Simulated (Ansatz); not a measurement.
A structure relaxed at PBE-D4/def2-SVP in Ansatz, charge 0, singlet:

```xyz
19

B    -0.1365    0.4668    0.6248
C    -1.2520    0.7139    1.7119
H    -1.4978   -0.2129    2.2741
H    -2.1901    0.9623    1.1601
H    -1.0619    1.5385    2.4273
C     1.0719    1.4696    0.4817
H     1.7844    1.1983    1.2981
H     0.7906    2.5235    0.6870
H     1.6429    1.4170   -0.4666
C    -0.2592   -0.7923   -0.3454
C     1.0413   -1.6103   -0.4277
C    -0.6766   -0.2799   -1.7411
H    -1.0692   -1.4640    0.0197
H     1.3419   -2.0177    0.5603
H     1.8868   -0.9947   -0.8014
H     0.9343   -2.4725   -1.1212
H    -0.8068   -1.1229   -2.4540
H    -1.6352    0.2799   -1.7159
H     0.0914    0.3974   -2.1716
```

Q: Give its formula, name or SMILES.

A: BMe2(iPr) (C5H13B).

Q: Summarise the bond lengths by kind (pairs closer than 1.2 times the sum of covalent radii, bridged metal pairs left out).

A: 3 × B–C 1.58 to 1.59 Å; 2 × C–C 1.54 Å; 13 × C–H 1.11 to 1.12 Å.
